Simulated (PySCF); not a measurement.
SMILES [O]=[Re](=[O])(=[O])[CH3] (CH3O3Re), CAM-B3LYP/def2-SVP optimised geometry.

```
8

Re    -0.02    -1.25     0.00
O      1.68    -1.25     0.00
O     -0.69    -1.90     1.42
O     -0.69    -1.90    -1.42
C     -0.58     0.76     0.00
H     -0.18     1.24     0.90
H     -1.68     0.83     0.00
H     -0.17     1.25    -0.90
```

Density from CAM-B3LYP/def2-TZVP, def2 effective core potentials past Kr (PySCF) at that geometry. The core electrons that the potentials of Re replace are not part of the density.

Minimum of the electron density along straight lines between bonded atoms, close to the bond critical point (lines longer than 1.1 times the sum of covalent radii, or with two minima, are not listed):

```
bond   length / Å  ρ at the minimum / e bohr⁻³  ∇²ρ there / e bohr⁻⁵  position (fraction from the first atom)
-----  ----------  ---------------------------  --------------------  ---------------------------------------
C5–H6       1.100                        0.270                 -0.91                                     0.65
C5–H7       1.100                        0.270                 -0.91                                     0.65
C5–H8       1.100                        0.270                 -0.91                                     0.65
```
